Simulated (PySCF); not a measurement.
PySCF job for HI₂Si, SMILES I[SiH]I, multiplicity 2, IEF-PCM-ωB97X/def2-SVP. Geometry: PBE0-D3(BJ)/def2-SVP. The isomer is the one that the SMILES or the coordinates give; other isomers of the formula were not compared. The def2 effective core potentials stand for the cores of I; spin–orbit coupling is left out.

```python
import numpy as np
from pyscf import gto, scf, dft
from pyscf.solvent import pcm

mol = gto.M(
    atom='''
    I     0.00685484   -0.17461216   -2.03686990
    Si   -0.12644677    1.17144826    0.00000000
    I     0.00685484   -0.17461216    2.03686990
    H     1.04364204    2.10861321    0.00000000
    ''',
    basis='def2-SVP',
    ecp={'I': 'def2-svp'},
    charge=0,
    spin=1,
    max_memory=1600,
    verbose=3,
)
mf = dft.UKS(mol, xc='wb97x').density_fit(auxbasis='def2-universal-jkfit')
mf.grids.level = 3
mf.conv_tol = 1e-9
mf.max_cycle = 100
mf.kernel()
fine, coarse = mf.grids, dft.Grids(mol).set(level=1).build(with_non0tab=True)
for _ in range(3):  # follow internal instabilities
    mf.grids = coarse
    mo, _, stable, _ = mf.stability(return_status=True, nroots=4)
    mf.grids = fine
    if stable:
        break
    mf.kernel(mf.make_rdm1(mo, mf.mo_occ))
res = {}
for name, eps in {'water': 78.355, 'ethylethanoate': 5.9867, 'tetrahydrofuran': 7.4257}.items():
    s = mf.PCM()
    s.with_solvent.method, s.with_solvent.eps, s.with_solvent.lebedev_order = 'IEF-PCM', eps, 29
    s.kernel(mf.make_rdm1())
    res[name] = (s.e_tot, eps, s.dip_moment(), s.mo_energy, s.converged)
    print(f'{name}: electrostatic solvation free energy {(s.e_tot - mf.e_tot) * 627.509474:.3f} kcal/mol')
```

Log of the run:

```

WARN: HOMO -0.93973182092499 >= LUMO -0.939731820924976

converged SCF energy = -885.516095384234  <S^2> = 0.75459056  2S+1 = 2.0045853
<class 'pyscf.df.df_jk.DFUKS'> wavefunction is stable in the internal stability analysis

WARN: PCM is an experimental feature. It is still in testing.
Features and APIs may be changed in the future.

converged SCF energy = -885.517960408069  <S^2> = 0.75434095  2S+1 = 2.0043362
Dipole moment(X, Y, Z, Debye):  0.13436,  1.12985,  0.00000
water: electrostatic solvation free energy -1.170 kcal/mol

WARN: PCM is an experimental feature. It is still in testing.
Features and APIs may be changed in the future.

converged SCF energy = -885.517514207434  <S^2> = 0.75439906  2S+1 = 2.0043942
Dipole moment(X, Y, Z, Debye):  0.11951,  1.03118,  0.00000
ethylethanoate: electrostatic solvation free energy -0.890 kcal/mol

WARN: PCM is an experimental feature. It is still in testing.
Features and APIs may be changed in the future.

converged SCF energy = -885.517600158108  <S^2> = 0.75438778  2S+1 = 2.004383
Dipole moment(X, Y, Z, Debye):  0.12224,  1.04959,  0.00000
tetrahydrofuran: electrostatic solvation free energy -0.944 kcal/mol
```

Self-consistency was reached.
